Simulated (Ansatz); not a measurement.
Compare A (`C=CO[SiH2]C`) with its isomer B (`O[SiH]1CCC1`).

Calculated with Ansatz (gas phase, PBE0-D4/def2-TZVP geometries, no zero-point term in ΔE). CCSD(T)/CBS is the MP2 limit (def2-TZVPP, def2-QZVPP) plus CCSD(T) − MP2 in def2-TZVPP, frozen cores. Functionals use def2-TZVPP. B3LYP here is the variant with VWN-RPA as its local correlation; programs differ in this. One conformer a species, not always the lowest.

Problem. Which isomer does CCSD(T)/CBS put lower? Give the gap. (Estimate.)

Solution. The calculation gave: B, by 56.1 kJ/mol.

Problem. Give E(B) − E(A) in kJ/mol with B3LYP-D4, B3LYP, r2SCAN-D4, HF/def2-TZVPP, CCSD(T)/def2-TZVPP, PBE-D4, MP2/def2-TZVPP. (An estimate is asked.)

Solution. Computed: B3LYP-D4 -34.5, B3LYP -33.4, r2SCAN-D4 -51.8, HF/def2-TZVPP -24.1, CCSD(T)/def2-TZVPP -53.3, PBE-D4 -55.4, MP2/def2-TZVPP -67.4. None reverses the order clearly.

Largest T1 diagnostic: 0.012.

In def2-TZVPP, CCSD(T) changes the Hartree–Fock value by −29.1 kJ/mol (the triples alone add +0.1 kJ/mol) and MP2 by −43.3 kJ/mol. From PBE to PBE0 (25 % exact exchange), in def2-TZVPP and without D4, E(B) − E(A) moves by −10.0 kJ/mol.
